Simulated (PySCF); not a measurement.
Species: C₅H₃F₃S₂.
Numbering: `[F:1][C:2]([F:3])([F:4])[S:5][c:6]1[cH:7][cH:8][s:9][cH:10]1` (hydrogens: H11 on C7; H12 on C8; H13 on C10)

Torsions of this conformer, `[F:1][C:2]([F:3])([F:4])[S:5][c:6]1[cH:7][cH:8][s:9][cH:10]1`: F1–C2–S5–C6 180°, C2–S5–C6–C7 -85°.

The closed-shell ground state was solved at several levels (PySCF, density fitting, gas phase, non-relativistic). Geometry: PBE0-D3(BJ)/def2-SVP, one conformer, isolated molecule.

```json
{"level": "CAM-B3LYP/def2-SVPD", "basis functions": "247", "HOMO (eV)": "-8.75", "LUMO (eV)": "-0.10", "gap (eV)": "8.65", "dipole (D)": "2.36"}
{"level": "wB97X-D/pcSseg-1", "basis functions": "199", "HOMO (eV)": "-9.30", "LUMO (eV)": "0.59", "gap (eV)": "9.89", "dipole (D)": "2.14"}
```

Question: Estimate the row for PBE0/pcSseg-1, a basis of 199 functions; the other rows only guide the guess.

Answer: HOMO -7.48 eV, LUMO -1.12 eV, gap 6.36 eV, dipole 2.13 D.

Question: Over all these levels, which gives the widest orbital gap and which the narrowest?

Answer: wB97X-D/pcSseg-1 (range-separated hybrid) has the widest, 9.89 eV, and PBE0/pcSseg-1 (global hybrid, 25 % exact exchange) the narrowest, 6.36 eV. The two share the basis. From the narrowest to the widest the HOMO moves by -1.82 eV and the LUMO by +1.71 eV.

Question: How far do the dipole and the HOMO energy spread over the levels?

Answer: The dipole runs from 2.13 to 2.36 D (mean 2.21 D) and the HOMO from -9.30 to -7.48 eV.
